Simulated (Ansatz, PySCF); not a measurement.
CHNO, SMILES N=C=O (connectivity only; charge and spin as stated), charge -1, multiplicity 2. Atoms are numbered in the order given.

```xyz
4

N     -0.2465    -1.1440     0.0000
C      0.3153     0.0276     0.0000
O     -0.0822     1.1861     0.0000
H      0.4681    -1.8628     0.0000
```
Charge -1, spin multiplicity 2.

Geometry optimised at B3LYP-D3(BJ)/def2-TZVPD. The spin state was assumed, not searched.

Two levels are set side by side: PBE-D3(BJ)/def2-TZVPD (Ansatz, a first-principles code) and B3LYP-D3(BJ)/def2-TZVPD (Ansatz). Each level has its own optimised geometry; the coordinates shown are those of the second. Frequencies come from the Hessian of PySCF at each geometry. Differences are taken from unrounded values.

```json
[
 {"quantity": "mean bond length (Å)", "B3LYP-D3(BJ)": "1.179"},
 {"quantity": "bond N1–C2 (Å)", "B3LYP-D3(BJ)": "1.299"},
 {"quantity": "bond C2–O3 (Å)", "B3LYP-D3(BJ)": "1.225"},
 {"quantity": "bond N1–H4 (Å)", "B3LYP-D3(BJ)": "1.014"},
 {"quantity": "highest harmonic wavenumber (cm⁻¹)", "B3LYP-D3(BJ)": "3497"},
 {"quantity": "mean harmonic wavenumber (cm⁻¹)", "B3LYP-D3(BJ)": "1473"},
 {"quantity": "zero-point energy (kcal/mol)", "B3LYP-D3(BJ)": "12.64"}
]
```

Q: What does PBE-D3(BJ) give, and how far is it from B3LYP-D3(BJ)? (Estimate from the structure and the level; the computed values follow.)

A: 
```tsv
quantity	PBE-D3(BJ)	PBE-D3(BJ) minus B3LYP-D3(BJ)
mean bond length (Å)	1.186	0.006
bond N1–C2 (Å)	1.304	0.005
bond C2–O3 (Å)	1.231	0.006
bond N1–H4 (Å)	1.022	0.008
highest harmonic wavenumber (cm⁻¹)	3433	-65
mean harmonic wavenumber (cm⁻¹)	1436	-38
zero-point energy (kcal/mol)	12.31	-0.32
```

GGA bonds tend to be longer and softer than those of functionals with exact exchange. Differences between two approximate levels are no errors against the true value.
